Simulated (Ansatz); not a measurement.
Computed with Ansatz on PBE0-D4/def2-TZVP structures; ΔE is electronic, products minus reactants. CCSD(T)/CBS is the MP2 limit (def2-TZVPP, def2-QZVPP) plus CCSD(T) − MP2 in def2-TZVPP, frozen cores. This one scheme is used for every species. DFT in def2-TZVPP. B3LYP here is the variant with VWN-RPA as its local correlation; programs differ in this. Elements past krypton have def2 core potentials. For W outer-core shells are correlated without core-valence functions, which leaves a few kJ/mol of doubt a bond. Each species was taken in one conformer, which may not be the lowest.

Reaction (formal hydrolysis of a W–O bond): `C[O][W](=[O])([OH])([Cl])[Cl]` + H₂O → `[O]=[W]([OH])([OH])([Cl])[Cl]` + CH₃OH

```csv
level,ΔE (kJ/mol),difference from CCSD(T)/CBS
PBE-D4,21.0,-5.4
r2SCAN-D4,20.5,-5.9
B3LYP-D4,22.1,-4.3
ωB97M-V,18.5,-7.9
B2PLYP,21.1,-5.3
PBE,16.0,-10.4
r2SCAN,18.9,-7.5
PBE0,15.5,-10.9
HF/def2-TZVPP,12.3,-14.1
MP2/def2-TZVPP,31.2,4.8
SCS-MP2/def2-TZVPP,26.4,0.0
CCSD/def2-TZVPP,23.0,-3.4
CCSD(T)/def2-TZVPP,26.2,-0.2
MP2/def2-QZVPP,31.4,5.0
HF/CBS(def2),12.6,-13.8
MP2/CBS(def2),31.3,4.9
CCSD(T)/CBS,26.4,0
```

Largest T1 diagnostic among the species: 0.021, so the coupled-cluster value is less sure than usual.

The D4 term adds +7.8 kJ/mol with B3LYP and +4.6 kJ/mol with PBE0; it sums over pairs of atoms, weighted by their polarisabilities, and B3LYP, whose exchange is more repulsive, gets the larger term. In def2-TZVPP, CCSD(T) changes the Hartree–Fock value by +13.9 kJ/mol (the triples alone add +3.2 kJ/mol) and MP2 by +18.9 kJ/mol.
